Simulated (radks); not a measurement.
All-electron atom: Hg3+ in [Kr] 4d10 4f14 5s2 5p4 5d9 6d2 (not the ground configuration). Calculated with a radial shooting solver on a logarithmic mesh with Libxc functionals: non-relativistic Kohn-Sham, r2SCAN, spin-polarised, spherical densities, point nucleus; open shells are filled with parallel spins first (spin-orbit coupling, left out, can overturn this in heavy ions); meta-GGA in the generalised Kohn-Sham scheme; relativity is left out, which matters for an element this heavy.

Normalised radial functions P(r) = r R(r), r in bohr:

r           5s up  5d down    6d up
0.003443   0.1306   0.0002   0.0001
0.005475   0.1730   0.0007   0.0002
0.008708   0.2003   0.0025   0.0009
0.01385    0.1728   0.0089   0.0031
0.02203    0.0393   0.0288   0.0102
0.03503   -0.1938   0.0826   0.0294
0.05616   -0.3229   0.1968   0.0699
0.08932   -0.0083   0.3276   0.1161
0.1421     0.4565   0.2614   0.0918
0.2259    -0.0009  -0.1919  -0.0699
0.3593    -0.6784  -0.5039  -0.1753
0.5715     0.3151   0.0891   0.0480
0.9089     1.2211   0.9080   0.3033
1.446      0.6048   0.8556   0.0724
2.299      0.0731   0.3077  -0.4672
3.656      0.0015   0.0354  -0.5982
5.862      0.0000   0.0007  -0.1963
9.323      0.0000   0.0000  -0.0116

5s up: eigenvalue -149.14 eV, 4 radial nodes at r = 0.0241, 0.0900, 0.226, 0.518 bohr, <r> = 0.984 bohr, 90 % of the charge inside 1.40 bohr. 5d down: eigenvalue -57.920 eV, 2 radial nodes at r = 0.192, 0.547 bohr, <r> = 1.28 bohr, 90 % of the charge inside 1.90 bohr. 6d up: eigenvalue -18.564 eV, 3 radial nodes at r = 0.191, 0.535, 1.55 bohr, <r> = 3.45 bohr, 90 % of the charge inside 4.89 bohr.
